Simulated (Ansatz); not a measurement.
`COBC=O` + H₂Te → `O=CB[TeH]` + CH₃OH at 600 K and 1 bar (ligand exchange at a B–O bond).

Computed with Ansatz on PBE0-D4/def2-TZVP structures; ΔE is electronic, products minus reactants. CBS: MP2 limit from def2 TZ/QZ plus the TZ coupled-cluster correction, frozen cores. This one scheme is used for every species. def2 core potentials past Kr. For Te outer-core shells are correlated without core-valence functions, which leaves a few kJ/mol of doubt a bond. Each species was taken in one conformer, which may not be the lowest.

| species | CCSD(T)/CBS energy (Eh) | H − E (kJ/mol) | S (J/(mol·K)) |
| --- | --- | --- | --- |
| `COBC=O` | -254.25700 | 248.4 | 406.1 |
| H₂Te | -268.91024 | 52.9 | 255.0 |
| `O=CB[TeH]` | -407.52349 | 145.2 | 399.1 |
| CH₃OH | -115.61712 | 163.6 | 277.3 |

H − E and S are ideal-gas, rigid-rotor, harmonic terms from PBE0-D4/def2-TZVP, for one conformer and one mirror image of each species. 1 Eh = 2625.50 kJ/mol, R = 8.31446 J/(mol·K).

Question: By hand: ΔE, ΔH, ΔS and ΔG.

Answer: ΔE = (-407.52349) + (-115.61712) − (-254.25700) − (-268.91024) = 0.02663 Eh = 69.9 kJ/mol. Δ(H − E) = 145.2 + 163.6 − 248.4 − 52.9 = 7.5, so ΔH = 77.4 kJ/mol. ΔS = 399.1 + 277.3 − 406.1 − 255.0 = 15.3 J/(mol·K). ΔG = 77.4 − 600 × (15.3)/1000 = 68.2 kJ/mol.

Question: By hand: the equilibrium constant, and the temperature at which ΔG would vanish if ΔH and ΔS stayed fixed.

Answer: log₁₀ K = −ΔG/(RT ln 10) = -5.9. ΔG = 0 at ΔH/ΔS = 5059 K, far beyond where these terms or the molecules hold.

ΔH outweighs TΔS. A doubt of 5 kJ/mol in ΔE shifts log₁₀ K by 0.4 here. Other conformers and mirror images would add mixing entropy, several J/(mol·K) or more a flexible species. Modes under 60 cm⁻¹, often nearly free rotors, make the harmonic entropy too high. These are equilibria of isolated gas molecules and say nothing of rates. Largest T1 diagnostic: 0.017 (customary marks: 0.02 for closed shells, 0.045 for open ones).
